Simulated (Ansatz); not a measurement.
Job for Ansatz (a quantum-chemistry and plane-wave program): R-wB97X-V/def2-TZVPPD on FH2I (a complex), monomers drawn apart or pushed together. Elements past Kr take the def2 small-core potentials; no spin–orbit coupling. Files ending in .json are basis or fitting sets from the Basis Set Exchange.

Ansatz 0.2 input:
```yaml
crystal:
  periodic: [false, false, false]
  atoms:
    - {symbol: F, position_ang: [0.55177904, 0.61911929, -0.26114465]}
    - {symbol: H, position_ang: [0.28287210, -0.21341687, -0.56464964]}
    - {symbol: I, position_ang: [-0.09796729, 0.23134127, 3.20173421]}
    - {symbol: H, position_ang: [0.31277722, 0.75245367, 1.72576384]}
basis:
  gaussian:
    orbitals: def2-TZVPPD.json
hamiltonian:
  xc: {name: wB97X-V}
scf: {lower_state_search: off}
```

It printed:

```
WARN ansatz: RAYON_NUM_THREADS=2 ignored (pool sized by the plan → 2); use --threads N
Functional definition: wB97X-V
these checks for a lower state are left out or cut short: stability, starts, cluster_reference, orbital_swaps, neighbouring_geometries, increment
integrals: 0.06 GiB planned
758 factors; their error is unknown
integrals: 0.09 GiB planned
216 factors; integrals over basis functions are off by at most 1.6e-4 eV
mean field: 0.54 GiB planned
mean field evaluation 1: about -10849.1450 eV, gradient 2.9e1 eV
mean field evaluation 2: about -10849.2768 eV, gradient 3.1e1 eV
mean field evaluation 4: about -10850.4340 eV, gradient 6.4e-1 eV
mean field evaluation 8: about -10850.6002 eV, gradient 5.2e-1 eV
mean field evaluation 16: about -10850.6005 eV, gradient 7.2e-5 eV
mean field -10850.60050083 eV, -398.7522136043 hartree, gradient 6.7e-6 eV, S^2 0.000000; 0 other end points of the search recorded, 0 dependent functions left out
reference -10850.60049858 eV, -398.7522135215 hartree; 18, 18 occupied and 115, 115 virtual orbitals, 758 factors
Total energy: -10850.60049858 eV, -398.7522135215 hartree
Checks for a lower state left out: stability, starts, cluster_reference, orbital_swaps, neighbouring_geometries, increment
```

Self-consistency was reached.

Cost: very roughly 5 core-seconds.
